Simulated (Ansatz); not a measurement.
Dimer: SiH4 (SMILES [SiH4]) (first 5 atoms) with N2 (SMILES N#N); geometry from B3LYP-D3(BJ)/def2-TZVP.
(charge 0, multiplicity 1):
```xyz
7

Si     0.0824     0.1487    -0.1899
H      0.4002     0.4069    -1.6132
H      0.2577     1.3973     0.5851
H      0.9960    -0.8907     0.3350
H     -1.3175    -0.3157    -0.0744
N     -0.0231    -0.3688     4.2918
N     -0.3934    -0.3814     3.2659
```

Basis-set superposition error: the interaction energy with monomers in their own basis, and in the dimer's basis (counterpoise).

Codes used: Ansatz (Gaussian basis) for Hartree–Fock, density functionals and correlated methods. Each number belongs to the level named beside it.

```tsv
level	uncorrected (meV)	counterpoise (meV)	difference
HF/aug-cc-pV(D+d)Z	8.7	17.9	9.2
HF/aug-cc-pV(T+d)Z	12.9	17.6	4.7
PBE/def2-TZVPPD	-10.2	-7.7	2.5
BLYP/def2-TZVPPD	23.8	26.6	2.8
revPBE/def2-TZVPPD	20.5	23.2	2.6
r2SCAN/def2-TZVPPD	-11.6	-9.8	1.8
wB97X-V/def2-TZVPPD	-29.4	-27.3	2.1
wB97M-V/def2-TZVPPD	-27.6	-25.2	2.4
SCS-MP2/aug-cc-pV(D+d)Z	-41.5	-14.6	26.9
SCS-MP2/aug-cc-pV(T+d)Z	-32.7	-18.5	14.1
```

The error is largest for SCS-MP2/aug-cc-pV(D+d)Z (26.9 meV) and smallest for r2SCAN/def2-TZVPPD (1.8 meV).

Ansatz is an electronic-structure program.
